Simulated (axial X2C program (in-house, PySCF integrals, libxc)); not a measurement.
## Nuclear properties of MoSi⁻

Computed with an in-house all-electron X2C program for linear molecules (integrals from PySCF): two-component X2C with atomic mean-field Coulomb and Gaunt terms, Gaussian nuclei, basis Mo dyall-acv3z, Si dyall-av3z with contracted cores.

R = 2.328 Å (near the PBE0 minimum at charge -1 of the determinant lowest at the starting distance; the state shown can have its own minimum elsewhere).

Determinant lowest in the PBE0 search, Ω = 3/2 (⟨Sz⟩ = 1.50, ⟨Lz⟩ = 0.00 at PBE0), spin on the atoms Mo 2.39, Si -0.89:

```
    level  Eeff magnitude (GV/cm)  Ws magnitude Mo (kHz)  A∥/gI Mo (MHz)  qzz Mo (a.u.)  A∥/gI Si (MHz)  qzz Si (a.u.)
     PBE0                    3.28                    1.1             390          -0.38            47.7          -0.62
       HF                    4.86                   1.62            -113          -1.38            22.7          -0.40
BHandHLYP                    3.71                   1.22             254          -0.18            35.7          -0.59
    PBE50                    4.06                   1.36             311          -0.50            49.4          -0.59
    TPSSh                    2.99                  0.998             374          -0.35            25.8          -0.58
```

Determinant 0.96 eV from it at PBE0 and this distance, Ω = 5/2 (⟨Sz⟩ = 2.50, ⟨Lz⟩ = 0.00 at PBE0), spin on the atoms Mo 2.55, Si -0.06:

```
    level  Eeff magnitude (GV/cm)  Ws magnitude Mo (kHz)  A∥/gI Mo (MHz)  qzz Mo (a.u.)  A∥/gI Si (MHz)  qzz Si (a.u.)
     PBE0                     2.4                  0.492             246           0.26            17.2          -1.03
       HF                    4.21                  0.848            18.3           0.01            12.9          -1.10
BHandHLYP                    3.63                  0.759             139           0.24            15.6          -1.22
    PBE50                    2.92                  0.599             198           0.29            16.3          -1.07
    TPSSh                    2.33                  0.479             235           0.22            13.8          -0.98
```

Eeff is the effective electric field on the electron electric dipole moment in this Ω state and Ws the scalar–pseudoscalar constant of the nucleus named (defined with the proton number Z and per Ω); A∥ (defined per Ω) follows by multiplying with gI = μI/(I μN); qzz is the electric field gradient, eQq0 = 234.96 MHz × Q/barn × qzz. The operators were transformed with the bare-nucleus X2C matrices; with these basis sets, hyperfine constants and field gradients can be off by tens of per cent, and where levels differ in sign neither size nor sign is settled.

Each state is one determinant with collinear spin, which with several unpaired electrons need not be a pure state. Unrestricted Hartree–Fock can overshoot spin polarisation at the nuclei. For an anion, determinants above electron detachment, or with a positive highest level, are held by the basis set. This is the top spin component of a Σ state; components of lower Ω are not single determinants and can lie lower. With several open shells hyperfine constants can be off by a factor of several. In the state Ω = 3/2 the atomic spins oppose each other (2.39, -0.89): a broken-symmetry determinant whose values are not spin-projected. The search compared states at one distance, so a state with another bond length can lie lower. Further determinants of the search, some of them spin-mixed, are not shown. Where a field gradient or hyperfine factor spreads by more than a factor of two over the levels, a constant derived from it is not to be relied on. PBE0 term energies can be off by some tenths of an eV.
